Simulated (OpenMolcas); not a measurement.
# Multiconfigurational calculation on Ca

Input:

```
&GATEWAY
Coord
1

Ca 0.0 0.0 0.0
Basis=ANO-R1
Group=XYZ
NoMove
AngMom=0.0 0.0 0.0
AMFI
&SEWARD
* reference wave functions (RASSCF and RASSI steps not shown): 2 electrons in 4 orbitals (4s 4p)
>>> COPY JOB001 $Project.JobIph
&CASPT2
Multistate=1 1
Frozen=2 3
IPEA=0.3
Imaginary=0.2
MaxIter=60
WThr=0.0 0.3 0.05
PrWF=0.5
NoMix
>>> COPY JOB002 $Project.JobIph
&CASPT2
XMultistate=3 1 2 3
Frozen=2 3
IPEA=0.3
Imaginary=0.2
MaxIter=60
WThr=0.0 0.3 0.05
PrWF=0.5
NoMix
```

Launched by
```bash
OMP_NUM_THREADS=1 MOLCAS_MEM=2252 MOLCAS_PROJECT=a pymolcas a.inp > a.log  # once for each step of the input, in one work folder
```

Output, cut to the results:

```
--- CASPT2 ---
Orbital specifications:
      -----------------------

      Symmetry species                           1   2
                                                ag  au
      Frozen orbitals                            2   3
      Inactive orbitals                          1   3
      Active orbitals                            1   3
      Secondary orbitals                         5   0
      Deleted orbitals                           0   0
      Number of basis functions                  9   9
Type of calculation                        SS-CASPT2
      Fock operator                              state-specific
      IPEA shift                                 0.30
      Real shift                                 0.00
      Imaginary shift                            0.20
      The input orbitals will be transformed to quasi-canonical
Reference energy:        -679.6570173626
      E2 (Non-variational):      -0.1375149042
      Shift correction:          -0.0004325459
      E2 (Variational):          -0.1379474501
      Total energy:            -679.7949648127
      Residual norm:              0.0000000390
      Reference weight:           0.96337
      Contributions to the CASPT2 correlation energy
      Active & Virtual Only:         -0.0000095600
      One Inactive Excited:          -0.0061533419
      Two Inactive Excited:          -0.1313520023
::    CASPT2 Root  1     Total energy:   -679.79496481
--- CASPT2 ---
Orbital specifications:
      -----------------------

      Symmetry species                           1   2
                                                ag  au
      Frozen orbitals                            2   3
      Inactive orbitals                          1   3
      Active orbitals                            1   3
      Secondary orbitals                         5   0
      Deleted orbitals                           0   0
      Number of basis functions                  9   9
Type of calculation                        XMS-CASPT2
      Fock operator                              state-average
      IPEA shift                                 0.30
      Real shift                                 0.00
      Imaginary shift                            0.20
      The input orbitals will be transformed to quasi-canonical
      The input states will be rotated to diagonalize the Fock operator
Reference energy:        -679.5942226104
      E2 (Non-variational):      -0.1352798535
      Shift correction:          -0.0004149259
      E2 (Variational):          -0.1356947795
      Total energy:            -679.7299173899
      Residual norm:              0.0000000337
      Reference weight:           0.96429
      Contributions to the CASPT2 correlation energy
      Active & Virtual Only:         -0.0000000268
      One Inactive Excited:          -0.0040509950
      Two Inactive Excited:          -0.1312288317
Reference energy:        -679.5942226104
      E2 (Non-variational):      -0.1352826025
      Shift correction:          -0.0004149478
      E2 (Variational):          -0.1356975502
      Total energy:            -679.7299201606
      Residual norm:              0.0000000337
      Reference weight:           0.96429
      Contributions to the CASPT2 correlation energy
      Active & Virtual Only:         -0.0000000268
      One Inactive Excited:          -0.0040509667
      Two Inactive Excited:          -0.1312316089
::    XMS-CASPT2 Root  1     Total energy:   -679.72992016
::    XMS-CASPT2 Root  2     Total energy:   -679.72991739
::    XMS-CASPT2 Root  3     Total energy:   -679.72991584
```

In XMS-CASPT2 the single-state energies belong to rotated reference states; over a whole degenerate manifold the rotation is arbitrary, and only the multistate roots count.

Levels above the lowest, from the spin-orbit matrix with the multistate effective Hamiltonian, averaged by term, added to it:

| Configuration | Term | J | E (cm⁻¹) | Measured (cm⁻¹) | Term weight % |
| --- | --- | --- | --- | --- | --- |
| 4s² | ¹S | 0 | 0.0 | 0.0 | 100 |
| 4s 4p | ³P° | 0 | 14185 | 15158 | 100 |
| 4s 4p | ³P° | 1 | 14231 | 15210 | 100 |
| 4s 4p | ³P° | 2 | 14322 | 15316 | 100 |

Against the 3 measured excited levels shown (NIST Handbook of Basic Atomic Spectroscopic Data) the mean absolute deviation is 980 cm-1; the largest miss in energy is 4s 4p ³P°₂: computed 14322, measured 15316 cm⁻¹ (-6.5 %).

The ANO-R sets hold no well-fitted valence p shell for this element, so s → p excitations can come out far too high. Computed and measured levels are paired by configuration, term and J; levels that our copy of the source lacks, or whose pairing is in doubt (as where it misses far off the trend of its configuration), stay unpaired and out of the deviations. Only configurations of the active space appear. The first state left out of the spin-orbit step lies near 33000 cm-1 above the lowest spin-free state of the reference (among the parities and spins computed), and the list stops at four fifths of that energy or lower.

The term weight is that of the spin-free term in the level, not the purity of its configuration. ° marks odd parity.
